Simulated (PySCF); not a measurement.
CH8ClO2Si3 (doublet state).
Structure used (GFN2-xTB), in Å, numbered top down from 1:
```xyz
15
CH8ClO2Si3 angstrom
Si    -2.9381    0.0395   -0.3308
O     -1.6208   -0.0080   -1.2581
C     -0.3864   -0.6457   -1.0600
Si     0.5866    0.0370    0.4266
O      2.0118   -0.7448    0.3694
Si     3.5898   -0.9022    0.6984
Cl     4.5302    0.8133    0.2281
H     -3.8017    0.8113   -1.2093
H     -2.6792    0.6968    0.9549
H     -3.4489   -1.3067   -0.0493
H     -0.5509   -1.7246   -0.9441
H      0.1846   -0.5118   -1.9860
H      0.8172    1.4745    0.3085
H     -0.0039   -0.3324    1.7120
H      3.7052   -1.1938    2.1178
```

The hyperfine couplings belong to this conformer and change with its torsions.

The species is `[SiH3]OC[SiH2]O[SiH]Cl` [radical].

Level of theory: UKS B3LYP, pcH-1 on C Cl H O Si, non-relativistic, mean-field spin-orbit, GIAO in PySCF 2.14.0. Geometry: GFN2-xTB, one conformer, isolated molecule. The geometry wasn't refined by DFT: couplings that depend on bond lengths, twists or pyramidal angles can differ widely from those at the functional's own minimum, by a factor of two or more for some ions and for spin on atoms past the first row. No stability test was run, so a lower SCF solution isn't excluded.

Task: Give the principal g shifts and their parts.

Result: 
```csv
Δg (ppm),1,2,3
relativistic mass correction,-180,-180,-180
gauge correction,77,39,67
orbital Zeeman/spin–orbit,-1679,-93,4967
total,-1781,-234,4854
```

So g = 2.00054, 2.00208, 2.00717 and g_iso = 2.00327; the tensor is rhombic: the two nearest values differ by 23 % of g3 − g1. Axes: g3 points within 11° of the O5–Si6 bond.

Task: How much does each term add to the isotropic shift?

Result: The orbital-Zeeman/spin–orbit term 1065, the mass correction -180 and the gauge correction 61 ppm, for a total of 946 ppm. The orbital-Zeeman/spin–orbit term is the largest in size. The mass correction is the same along every axis, so the anisotropy comes from the other two: their spans along these axes are 39 (gauge) and 6646 ppm (orbital Zeeman/spin–orbit).

Task: What are the electron Larmor frequencies g μB B/h along the three axes at 340 mT?

Result: 9.5200, 9.5274, 9.5516 GHz for g1, g2 and g3, a range of 31.6 MHz.

Task: In a frozen sample, at which fields do the three g values resonate at 9.5, 34, 94 and 263 GHz (hyperfine left aside), and which band first spreads them over more than twice a line width of 0.3 mT?

Result: 
```csv
band,GHz,B(g3) mT,B(g2) mT,B(g1) mT,spread mT
X,9.5,338.16,339.02,339.29,1.12
Q,34.0,1210.27,1213.35,1214.28,4.01
W,94.0,3346.04,3354.55,3357.14,11.10
J,263.0,9361.80,9385.59,9392.85,31.05
```

The spread grows in proportion to the frequency. X band is the first where it exceeds 0.6 mT.

Largest spin populations (Mulliken): Si6 (+0.80), H15 (+0.09) and Cl7 (+0.07). No atom but Si6 exceeds +0.15. The angles at Si6 add up to 327.4°, so it is pyramidal.

The HOMO–LUMO gaps are 5.59 eV among the α and 4.53 eV among the β orbitals.
